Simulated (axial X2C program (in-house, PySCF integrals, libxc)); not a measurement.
# NiSi: properties at the nuclei

Computed with an axial X2C code built on PySCF integrals: two-component X2C with atomic mean-field Coulomb and Gaunt terms, Gaussian nuclei, basis Ni dyall-cv3z, Si dyall-v3z with contracted cores.

R = 2.185 Å (near the PBE0 minimum at charge 0 of the determinant lowest at the starting distance; the state shown can have its own minimum elsewhere).

Input and command:
```json
{"zs": [28, 14], "q": 0, "bas": ["dyall-cv3z", "dyall-v3z"], "r0": 2.26, "levels": ["PBE0", "HF", "LDA", "BHandHLYP", "B3LYP"], "nst": 3}
```
```bash
python soeom.py task.json out
```

Keys: zs atomic numbers; q charge; bas basis sets; r0 starting distance in Å; levels methods; nst determinants followed.

Determinant lowest in the PBE0 search, Ω = 3 (⟨Sz⟩ = 0.00, ⟨Lz⟩ = 3.00 at PBE0), spin on the atoms Ni 0.56, Si -0.56:

```csv
level,Eeff magnitude (GV/cm),Ws magnitude Ni (kHz),A∥/gI Ni (MHz),qzz Ni (a.u.),A∥/gI Si (MHz),qzz Si (a.u.),μ (D)
PBE0,0.0913,0.0144,488,-2.47,84.7,-1.16,-1.68
HF,0.083,0.0151,467,-3.01,84.1,-1.60,-3.13
LDA,0.107,0.0141,489,-2.30,79,-0.98,-0.90
BHandHLYP,0.0555,0.00912,448,-2.66,83.4,-1.36,-1.89
B3LYP,0.0728,0.0108,468,-2.43,81.4,-1.13,-1.24
```

Eeff is the effective electric field on the electron electric dipole moment in this Ω state and Ws the scalar–pseudoscalar constant of the nucleus named (defined with the proton number Z and per Ω); A∥ (defined per Ω) follows by multiplying with gI = μI/(I μN); qzz is the electric field gradient, eQq0 = 234.96 MHz × Q/barn × qzz; μ is positive if the Si end (last atom) is positive. The operators were transformed with the bare-nucleus X2C matrices; with these basis sets, hyperfine constants and field gradients can be off by tens of per cent, and where levels differ in sign neither size nor sign is settled.

With gI(61Ni) = -0.5000, Q(61Ni) = 0.162 barn, gI(29Si) = -1.1106 (g factors from the IAEA table of nuclear moments by Stone; Q from Pyykkö, Mol. Phys. 2018), turn the PBE0 values of the first state into constants in MHz.

A∥(61Ni) = 488 × -0.5000 = -244 MHz; eQq0(61Ni) = 234.96 × (0.162) × (-2.47) = -94 MHz; A∥(29Si) = 84.7 × -1.1106 = -94.1 MHz.

Each state is one determinant with collinear spin, which with several unpaired electrons need not be a pure state. Unrestricted Hartree–Fock can overshoot spin polarisation at the nuclei. With several open shells hyperfine constants can be off by a factor of several. In the state Ω = 3 the atomic spins oppose each other (0.56, -0.56): a broken-symmetry determinant whose values are not spin-projected. Open-shell Ω = 0 determinants with evenly filled partner blocks cannot be reached by this program, so the Ω shown need not be the lowest component. At B3LYP, BHandHLYP, LDA a later determinant lies lower. States lie within half an eV, so the first need not be the ground state. Further determinants of the search, some of them spin-mixed, are not shown.
